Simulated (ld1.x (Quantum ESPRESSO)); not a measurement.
# Mn (Z = 25): variants of one RRKJ potential

Base potential:

ld1.x (Quantum ESPRESSO) 7.5 input, shortened:

```
&input
   title='Mn', zed=25., rel=1, dft='PBE', iswitch=3,
   config='[Ar] 3d5 4s1.5 4p0'
 /
 &inputp
   pseudotype=2, tm=.false., rho0=0.005, lloc=2,
   nlcc=.true., new_core_ps=.true., rcore=1.35
 /
3
4S  1  0   1.50   0.00  2.35  2.35  0.0
4P  2  1   0.00   0.00  2.15  2.15  0.0
3D  3  2   5.00   0.00  1.90  1.90  0.0
 &test
   configts(1)='3d5 4s1.5 4p0'
 /
```

Cutoffs, loose and tight: the cutoffs (Ry, on a coarse ladder) from which the occupation-weighted sum of valence levels, in a spherical-Bessel basis at the reference potential, stays within 10 and 1 mRy of its value at 400 Ry. They do not see the model core or the augmentation charge, which bear on the density cutoff. Test errors are all-electron minus pseudo excitation energies from the reference, over the configurations 3d5 4s2 4p0; 3d5 4s1 4p0; 3d5 4s0 4p0; 3d3 4s0 4p0; 3d5 4s0 4p1; 3d5.5 4s1.5 4p0; 3d4 4s0 4p0. A dash means not determined; rows that change the core or the reference have their own tests.

A true bound ghost makes a file unfit for plane-wave use even where its test errors are small: the radial tests pick states by their node count and pass the ghost by.

```tsv
change	outcome	cutoff, loose	cutoff, tight	bound ghosts	largest test error (meV)
base	generated	70 Ry	110 Ry	s, p	-1114
wave 3d (bound): rc 1.90 bohr becomes 3d (bound): rc 2.52 bohr	generated	45 Ry	70 Ry	s	-226
core [Ne] 3s2, valence charge 13; reference 3p6 3d4 4s0 4p0; waves now 4s (bound): rc 1.95 bohr; 3d (bound): rc 1.25 bohr; 3p (bound): rc 1.40 bohr; local potential the p channel; core correction none	failed: compute_phi: phi has nodes before r_c	–	–	–	–
wave 4s (bound): rc 2.35 bohr becomes 4s (bound): rc 2.80 bohr	generated	70 Ry	110 Ry	s, p	-1246
core correction Bessel-smoothed model core inside 1.58 bohr	generated	70 Ry	110 Ry	s, p	-1064
all radii but the core radius scaled by about 1.39 (s 3.26, p 2.98, d 2.64 bohr)	generated	40 Ry	70 Ry	s	-357
wave 4p (bound): rc 2.15 bohr becomes 4p (bound): rc 1.78 bohr	failed: compute_chi: n is too large	–	–	–	–
functional PBEsol	generated	70 Ry	110 Ry	s, p	-1145
core correction Bessel-smoothed model core inside 1.14 bohr	generated	70 Ry	110 Ry	s, p	-1121
wave 4s (bound): rc 2.35 bohr becomes 4s (bound): rc 2.06 bohr	failed: compute_chi: n is too large	–	–	–	–
wave 4s (bound): rc 2.35 bohr becomes 4s (bound): rc 2.96 bohr	generated	70 Ry	110 Ry	s, p	-1315
```
